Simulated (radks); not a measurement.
Values are calculated unless marked as measured or tabulated.
Ionisation of the gadolinium ion Gd40+, [Ar] 3d6, to Gd41+, [Ar] 3d5, under several functionals. Scalar-relativistic Kohn-Sham, spin-polarised, spherical densities, point nucleus; open shells are filled with parallel spins first (spin-orbit coupling, left out, can overturn this in heavy ions); a radial shooting solver on a logarithmic mesh with Libxc functionals.

functional,E(Gd40+) (hartree),Exc (hartree),IE (eV),-e(HOMO) (eV),<r> HOMO (bohr),IE error (eV)
HCTH/407,-10098.3452,-180.3700,3058.7,3007.3,0.2063,+8.7
"LDA (Slater exchange, Perdew-Zunger correlation)",-10087.2135,-169.1081,3053.0,3000.9,0.2065,+3.0
revPBE,-10095.6400,-177.5568,3052.1,3000.3,0.2066,+2.1
XLYP,-10096.7825,-178.6906,3052.5,3000.6,0.2065,+2.5
AM05,-10088.0768,-169.9834,3052.0,3000.2,0.2065,+2.0
B86b exchange with PBE correlation,-10096.0506,-177.9624,3052.5,3000.6,0.2065,+2.5
SOGGA,-10091.2303,-173.1353,3051.7,2999.9,0.2065,+1.7

NIST Atomic Spectra Database: 3050 eV (theoretical). Closest: SOGGA. The Delta-SCF values span 6.97 eV, the total energies 11.13 hartree. The highest occupied level is 3d. Open shells are spherical and high-spin; term and fine-structure splittings are not resolved. Spin-orbit splitting is averaged out at the scalar-relativistic level.
